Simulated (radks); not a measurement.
Se VI, 29 electrons, occupied as [Ar] 3d10 4s1.

All-electron calculation, scalar-relativistic Kohn-Sham, PBE, spin-polarised, spherical densities, finite nucleus; open shells are filled with parallel spins first; Fermi nuclear charge, rms radius 4.14 fm. Program: a radial shooting solver on a logarithmic mesh with Libxc functionals.

Energy parts (eV):
total: -65949.823
kinetic: 67301.920
electron-nucleus: -156971.271
Hartree: 26058.752
exchange-correlation: -2339.224

Orbitals (lengths in bohr, moments of r in powers of bohr; r(90%) holds 90 % of the orbital's charge):
| orbital | occ. | eigenvalue (eV) | <1/r> | r(90%) | <r^4> | <r> |
|---|---|---|---|---|---|---|
| 1s up | 1 | -12576.13 | 34.56 | 0.0788 | 0.00001763 | 0.04408 |
| 1s down | 1 | -12576.01 | 34.56 | 0.0788 | 0.00001763 | 0.04408 |
| 2s up | 1 | -1676.931 | 7.633 | 0.303 | 0.003544 | 0.1959 |
| 2s down | 1 | -1676.859 | 7.633 | 0.303 | 0.003544 | 0.1959 |
| 2p up | 3 | -1483.530 | 7.476 | 0.279 | 0.002578 | 0.1711 |
| 2p down | 3 | -1483.451 | 7.476 | 0.279 | 0.002578 | 0.1711 |
| 3s up | 1 | -282.5219 | 2.491 | 0.854 | 0.2275 | 0.5732 |
| 3s down | 1 | -282.3132 | 2.492 | 0.853 | 0.2263 | 0.5728 |
| 3p up | 3 | -221.9472 | 2.340 | 0.899 | 0.2783 | 0.5880 |
| 3p down | 3 | -221.7043 | 2.342 | 0.897 | 0.2758 | 0.5872 |
| 3d up | 5 | -121.8023 | 2.049 | 1.02 | 0.4863 | 0.6206 |
| 3d down | 5 | -121.4605 | 2.055 | 1.02 | 0.4727 | 0.6177 |
| 4s up | 1 | -76.3920 | 0.8687 | 2.22 | 10.35 | 1.537 |
| 4s down | 0 | -74.4716 | 0.8731 | 2.21 | 10.17 | 1.530 |

The highest occupied level is 4s up at -76.392 eV. Summed over all electrons, <r^2> = 10.89 bohr^2, which gives a Langevin (diamagnetic) susceptibility term of -8.63 x 10^-6 cm^3/mol. The spin density at the nucleus is 42.72 e/bohr^3 (1s 0.25, 2s 0.12, 3s -0.25, 4s 42.61).
